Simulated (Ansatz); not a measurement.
`BBC=C` + HCl → `BBCl` + `C=C` at 700 K and 1 bar (ligand exchange at a B–C bond).

Isolated molecules relaxed with PBE0-D4/def2-TZVP in Ansatz; ΔE leaves out vibrations. CCSD(T)/CBS adds triple-zeta CCSD(T) − MP2 to the extrapolated MP2 energy (def2 sets, frozen cores). This one scheme is used for every species. One conformer a species, not always the lowest.

| species | CCSD(T)/CBS energy (Eh) | H − E (kJ/mol) | S (J/(mol·K)) |
| --- | --- | --- | --- |
| `BBC=C` | -129.22973 | 262.4 | 406.2 |
| HCl | -460.38127 | 38.4 | 211.8 |
| `BBCl` | -511.15624 | 134.3 | 349.6 |
| `C=C` | -78.48111 | 168.9 | 268.4 |

H − E and S are ideal-gas, rigid-rotor, harmonic terms from PBE0-D4/def2-TZVP, for one conformer and one mirror image of each species. 1 Eh = 2625.50 kJ/mol, R = 8.31446 J/(mol·K).

Task: By hand: ΔE, ΔH, ΔS and ΔG.

Result: ΔE = (-511.15624) + (-78.48111) − (-129.22973) − (-460.38127) = -0.02635 Eh = -69.2 kJ/mol. Δ(H − E) = 134.3 + 168.9 − 262.4 − 38.4 = 2.4, so ΔH = -66.8 kJ/mol. ΔS = 349.6 + 268.4 − 406.2 − 211.8 = 0.0 J/(mol·K). ΔG = -66.8 − 700 × (0.0)/1000 = -66.8 kJ/mol.

Task: By hand: the equilibrium constant, and the temperature at which ΔG would vanish if ΔH and ΔS stayed fixed.

Result: log₁₀ K = −ΔG/(RT ln 10) = 5.0. With ΔH or ΔS at zero there is no such temperature.

The number of gas molecules stays the same, so ΔS is small and ΔH decides. A doubt of 5 kJ/mol in ΔE shifts log₁₀ K by 0.4 here. Other conformers and mirror images would add mixing entropy, several J/(mol·K) or more a flexible species. These are equilibria of isolated gas molecules and say nothing of rates. Largest T1 diagnostic: 0.012 (customary marks: 0.02 for closed shells, 0.045 for open ones).

ΔS is within the doubt of such terms, so its sign, and with it that verdict, could turn.
